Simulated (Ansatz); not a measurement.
Wavefunction ladder for C₂H₅FGa (`[CH2][Ga]([CH3])[F]`) radical

| atom | x (Å) | y (Å) | z (Å) |
| --- | --- | --- | --- |
| C1 | -0.973 | 1.711 | -0.290 |
| Ga2 | 0.264 | 0.240 | -0.388 |
| C3 | 0.439 | -1.443 | 0.578 |
| F4 | 1.500 | 0.493 | -1.631 |
| H5 | -1.806 | 1.754 | 0.406 |
| H6 | -0.886 | 2.576 | -0.942 |
| H7 | 1.429 | -1.501 | 1.035 |
| H8 | 0.351 | -2.276 | -0.122 |
| H9 | -0.318 | -1.553 | 1.355 |

The species carries charge 0 and has multiplicity 2. Correlated methods include outer-core shells of Ga, which these sets cover unevenly. Scalar relativity is left out up to krypton. The geometry is a stationary point of PBE0-D4/def2-TZVP. Frozen core, unrestricted reference, the Gaussian-basis code of Ansatz.

| basis | HF (Eh) | MP2 corr. | CCSD corr. | (T) | CCSD(T) total |
| --- | --- | --- | --- | --- | --- |
| def2-SVP | -2100.95815 | -0.65730 | -0.68311 | -0.01758 | -2101.65884 |
| def2-TZVPP | -2101.42296 | -0.79886 | -0.82283 | -0.02928 | -2102.27507 |
| def2-QZVPP | -2101.47175 | -1.09144 | – | – | – |
